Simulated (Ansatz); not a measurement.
Steps of a relaxation of H₆N₂O₂Ti (`[NH2][Ti]([NH2])([OH])[OH]`) with RKS PBE-D4/def2-SVP.

```sh
$ ansatz run in.yaml --threads 4 --pin off --events-out ev --progress --plain --max-ram 10444MiB
```

```yaml
crystal:
  periodic: [false, false, false]
  atoms:
    - {symbol: N, position_ang: [-1.007300, 1.237400, 0.451600]}
    - {symbol: Ti, position_ang: [0.417300, -0.016400, -0.153000]}
    - {symbol: N, position_ang: [0.397400, -1.647200, 1.073700]}
    - {symbol: O, position_ang: [2.237200, 0.901800, -0.062800]}
    - {symbol: O, position_ang: [0.082000, -0.601000, -2.016000]}
    - {symbol: H, position_ang: [-1.259500, 1.913100, -0.380700]}
    - {symbol: H, position_ang: [-1.884400, 0.707700, 0.605900]}
    - {symbol: H, position_ang: [0.381800, -1.267700, 2.055900]}
    - {symbol: H, position_ang: [-0.442200, -2.163100, 0.928700]}
    - {symbol: H, position_ang: [2.022900, 1.751800, -0.506400]}
    - {symbol: H, position_ang: [-0.879900, -0.873300, -1.976400]}
basis:
  gaussian: {orbitals: def2-SVP}
hamiltonian: {xc: pbe, dispersion: d4}
relax: {f_tol: 0.03, max_steps: 200}
```

Positions (Å) and forces (eV/Å) along the path, 12 of 17 steps:

```xyz
11
step=1 energy=-30268.3005 eV
N    -1.007    1.237    0.452    0.267    0.035   -2.504
Ti    0.417   -0.016   -0.153    2.219   -0.301   -0.598
N     0.397   -1.647    1.074    0.961    3.267   -0.500
O     2.237    0.902   -0.063   -3.219   -1.318   -0.236
O     0.082   -0.601   -2.016   -0.637    0.607    2.857
H    -1.260    1.913   -0.381    0.532   -1.163    1.724
H    -1.884    0.708    0.606    0.008    0.170    0.244
H     0.382   -1.268    2.056    0.064   -0.444   -0.624
H    -0.442   -2.163    0.929   -1.279   -1.115   -0.090
H     2.023    1.752   -0.506    0.297    0.089    0.052
H    -0.880   -0.873   -1.976    0.787    0.174   -0.323
11
step=2 energy=-30269.4380 eV
N    -0.941    1.173    0.358   -0.942   -0.168   -0.874
Ti    0.478   -0.026   -0.165    0.565   -0.240   -0.268
N     0.360   -1.529    1.031   -0.549    0.712    0.112
O     2.111    0.859   -0.068   -1.082    0.072   -0.362
O     0.086   -0.583   -1.900   -0.470    0.125    0.955
H    -1.248    1.842   -0.400    0.346   -0.455    0.779
H    -1.828    0.710    0.681    0.721    0.435   -0.045
H     0.344   -1.242    2.034    0.175   -0.267   -0.423
H    -0.421   -2.192    0.885    0.322   -0.002    0.058
H     2.002    1.744   -0.494    0.322   -0.333    0.251
H    -0.877   -0.814   -1.940    0.591    0.122   -0.184
11
step=5 energy=-30269.8591 eV
N    -1.163    1.091    0.092    0.024    0.134    0.040
Ti    0.302   -0.077   -0.178   -0.113   -0.097    0.203
N     0.140   -1.381    1.183    0.056   -0.090   -0.203
O     1.883    0.798   -0.043   -0.032    0.298   -0.086
O     0.075   -0.809   -1.827   -0.088    0.005   -0.146
H    -1.215    2.060   -0.243   -0.032   -0.006   -0.064
H    -1.908    0.936    0.778    0.041   -0.011    0.015
H     0.740   -1.362    2.014    0.021    0.024    0.085
H    -0.186   -2.342    1.031   -0.029    0.015    0.001
H     2.126    1.657   -0.437    0.045   -0.205    0.078
H    -0.728   -0.629   -2.350    0.106   -0.065    0.078
11
step=6 energy=-30269.8648 eV
N    -1.197    1.115    0.139   -0.241    0.249   -0.123
Ti    0.261   -0.042   -0.157    0.311    0.005   -0.197
N     0.159   -1.401    1.143    0.051   -0.181    0.232
O     1.814    0.864   -0.015    0.429    0.538   -0.243
O     0.094   -0.762   -1.818   -0.042    0.017    0.007
H    -1.357    1.997   -0.369    0.081   -0.112    0.076
H    -1.871    1.054    0.906   -0.057   -0.067    0.060
H     0.754   -1.407    1.983   -0.049    0.051   -0.062
H    -0.196   -2.354    0.994   -0.001    0.112   -0.050
H     2.312    1.613   -0.418   -0.456   -0.620    0.295
H    -0.707   -0.735   -2.367   -0.026    0.008    0.005
11
step=8 energy=-30269.8818 eV
N    -1.199    1.092    0.108    0.071    0.017    0.004
Ti    0.289   -0.050   -0.176   -0.032    0.009    0.088
N     0.170   -1.377    1.162   -0.036   -0.072   -0.139
O     1.848    0.849   -0.015   -0.069    0.075    0.044
O     0.080   -0.771   -1.832   -0.006   -0.049   -0.016
H    -1.251    2.062   -0.224   -0.054   -0.014    0.004
H    -1.945    0.916    0.788    0.032    0.039   -0.008
H     0.689   -1.338    2.046    0.019    0.000    0.013
H    -0.154   -2.336    0.994   -0.007   -0.002    0.035
H     2.281    1.578   -0.485    0.042   -0.009   -0.057
H    -0.742   -0.680   -2.344    0.041    0.005    0.033
11
step=9 energy=-30269.8926 eV
N    -1.231    1.083    0.117   -0.047    0.064    0.007
Ti    0.287   -0.022   -0.117    0.113   -0.197   -0.075
N     0.183   -1.404    1.173   -0.019   -0.036    0.021
O     1.805    0.951    0.024    0.038    0.123   -0.019
O     0.168   -0.721   -1.795   -0.055    0.024    0.092
H    -1.291    2.027   -0.284   -0.013    0.012    0.037
H    -1.960    0.972    0.827   -0.016   -0.028   -0.015
H     0.723   -1.456    2.046   -0.006    0.077   -0.036
H    -0.225   -2.328    0.988    0.028    0.066   -0.037
H     2.265    1.475   -0.655   -0.009   -0.099    0.070
H    -0.658   -0.633   -2.301   -0.014   -0.007   -0.045
11
step=10 energy=-30269.8850 eV rejected
N    -1.251    1.078    0.091   -0.029    0.689   -0.083
Ti    0.267   -0.031   -0.139    0.026   -0.124   -0.008
N     0.171   -1.378    1.185    0.040   -0.215    0.013
O     1.785    0.935    0.027    0.419    0.549   -0.509
O     0.122   -0.773   -1.794   -0.484    0.094   -0.325
H    -1.255    2.082   -0.190   -0.020   -0.586    0.156
H    -1.994    0.928    0.782    0.020   -0.020   -0.035
H     0.724   -1.397    2.052   -0.047    0.091   -0.073
H    -0.151   -2.335    0.989   -0.003    0.116   -0.011
H     2.318    1.453   -0.625   -0.417   -0.492    0.516
H    -0.672   -0.620   -2.358    0.496   -0.102    0.359
11
step=12 energy=-30269.9094 eV
N    -1.243    1.089    0.118   -0.079    0.103    0.027
Ti    0.277   -0.016   -0.134   -0.006    0.019   -0.082
N     0.180   -1.383    1.166    0.036   -0.083    0.068
O     1.777    0.984    0.029    0.452    0.354   -0.531
O     0.138   -0.751   -1.791   -0.149    0.041   -0.050
H    -1.308    2.073   -0.177    0.040   -0.119    0.051
H    -1.999    0.888    0.782    0.030   -0.003   -0.050
H     0.685   -1.365    2.061   -0.039    0.011   -0.054
H    -0.151   -2.337    0.982    0.020    0.066    0.003
H     2.362    1.363   -0.672   -0.447   -0.354    0.544
H    -0.653   -0.603   -2.343    0.142   -0.035    0.075
11
step=13 energy=-30269.9269 eV
N    -1.252    1.101    0.158   -0.032   -0.046    0.018
Ti    0.261   -0.003   -0.140   -0.048    0.060   -0.109
N     0.201   -1.381    1.151    0.025    0.012    0.077
O     1.724    1.059   -0.034    0.059    0.045    0.050
O     0.137   -0.785   -1.771   -0.109    0.034   -0.074
H    -1.263    2.107   -0.038    0.023    0.021   -0.017
H    -2.053    0.866    0.754    0.039   -0.021   -0.029
H     0.608   -1.324    2.091    0.005   -0.018   -0.014
H    -0.104   -2.341    0.963    0.016    0.003   -0.003
H     2.392    1.272   -0.708   -0.046   -0.067    0.032
H    -0.586   -0.629   -2.406    0.067   -0.023    0.069
11
step=14 energy=-30269.9167 eV rejected
N    -1.263    1.099    0.140    0.165    0.028   -0.151
Ti    0.258    0.017   -0.178   -0.106    0.121    0.412
N     0.196   -1.328    1.154    0.047   -0.103   -0.213
O     1.725    1.079    0.044   -0.222   -0.127   -0.105
O     0.094   -0.769   -1.804    0.122   -0.012   -0.003
H    -1.273    2.109   -0.039   -0.040   -0.022    0.018
H    -2.059    0.833    0.723   -0.090    0.007    0.085
H     0.666   -1.293    2.065    0.003    0.057    0.028
H    -0.042   -2.302    0.936   -0.035   -0.005    0.023
H     2.428    1.157   -0.619    0.164    0.041   -0.085
H    -0.665   -0.659   -2.401   -0.007    0.014   -0.008
11
step=16 energy=-30269.9348 eV
N    -1.283    1.103    0.146   -0.005    0.001   -0.002
Ti    0.241    0.019   -0.146    0.035    0.010    0.015
N     0.217   -1.357    1.151    0.001    0.003   -0.015
O     1.711    1.074   -0.004   -0.025   -0.009    0.000
O     0.126   -0.759   -1.780   -0.007   -0.003   -0.011
H    -1.302    2.110   -0.052   -0.001   -0.003   -0.004
H    -2.080    0.856    0.740   -0.006    0.004    0.008
H     0.694   -1.311    2.058   -0.005   -0.001    0.008
H    -0.088   -2.319    0.970    0.007    0.004   -0.001
H     2.431    1.142   -0.654    0.006   -0.008    0.000
H    -0.602   -0.616   -2.409    0.000    0.001    0.002
11
step=17 energy=-30269.9351 eV
N    -1.285    1.104    0.151   -0.002   -0.002    0.005
Ti    0.241    0.023   -0.149   -0.012   -0.008   -0.019
N     0.224   -1.356    1.145   -0.009    0.002    0.004
O     1.708    1.082   -0.012    0.007    0.008    0.006
O     0.120   -0.757   -1.782    0.011    0.001    0.009
H    -1.310    2.108   -0.060    0.001    0.001    0.000
H    -2.079    0.859    0.750    0.000    0.002    0.000
H     0.661   -1.298    2.071    0.010    0.000   -0.003
H    -0.050   -2.325    0.954   -0.004   -0.002   -0.001
H     2.447    1.115   -0.643    0.001    0.000   -0.001
H    -0.611   -0.612   -2.406   -0.004   -0.002   -0.001
```

Hardware: 4 threads of an Arm Neoverse V2 on a shared host. Wall time 23 s, peak host memory 0.18 GiB.
